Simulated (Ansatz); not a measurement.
`[GeH3][Te][GeH3]` + `CBN` → `N[BH][GeH3]` + `C[Te][GeH3]` at 600 K and 1 bar (redistribution).

Isolated molecules relaxed with PBE0-D4/def2-TZVP in Ansatz; ΔE leaves out vibrations. CCSD(T)/CBS is the MP2 limit (def2-TZVPP, def2-QZVPP) plus CCSD(T) − MP2 in def2-TZVPP, frozen cores. def2 core potentials past Kr. For Ge, Te outer-core shells are correlated without core-valence functions, which leaves a few kJ/mol of doubt a bond. Scalar relativity is left out up to krypton. Each species was taken in one conformer, which may not be the lowest.

```tsv
species	CCSD(T)/CBS energy (Eh)	H − E (kJ/mol)	S (J/(mol·K))
`[GeH3][Te][GeH3]`	-4423.58669	185.5	474.6
`CBN`	-121.21267	244.5	338.1
`N[BH][GeH3]`	-2159.24602	216.7	384.2
`C[Te][GeH3]`	-2385.51123	212.4	433.8
```

H − E and S are ideal-gas, rigid-rotor, harmonic terms from PBE0-D4/def2-TZVP, for one conformer and one mirror image of each species. 1 Eh = 2625.50 kJ/mol, R = 8.31446 J/(mol·K).

Problem. By hand: ΔE, ΔH, ΔS and ΔG.

Solution. ΔE = (-2159.24602) + (-2385.51123) − (-4423.58669) − (-121.21267) = 0.04211 Eh = 110.6 kJ/mol. Δ(H − E) = 216.7 + 212.4 − 185.5 − 244.5 = -0.9, so ΔH = 109.7 kJ/mol. ΔS = 384.2 + 433.8 − 474.6 − 338.1 = 5.3 J/(mol·K). ΔG = 109.7 − 600 × (5.3)/1000 = 106.5 kJ/mol.

Problem. By hand: the equilibrium constant, and the temperature at which ΔG would vanish if ΔH and ΔS stayed fixed.

Solution. log₁₀ K = −ΔG/(RT ln 10) = -9.3. ΔG = 0 at ΔH/ΔS = 20698 K, far beyond where these terms or the molecules hold.

The number of gas molecules stays the same, so ΔS is small and ΔH decides. A doubt of 5 kJ/mol in ΔE shifts log₁₀ K by 0.4 here. Other conformers and mirror images would add mixing entropy, several J/(mol·K) or more a flexible species. Modes under 60 cm⁻¹, often nearly free rotors, make the harmonic entropy too high. These are equilibria of isolated gas molecules and say nothing of rates. Largest T1 diagnostic: 0.013 (customary marks: 0.02 for closed shells, 0.045 for open ones).
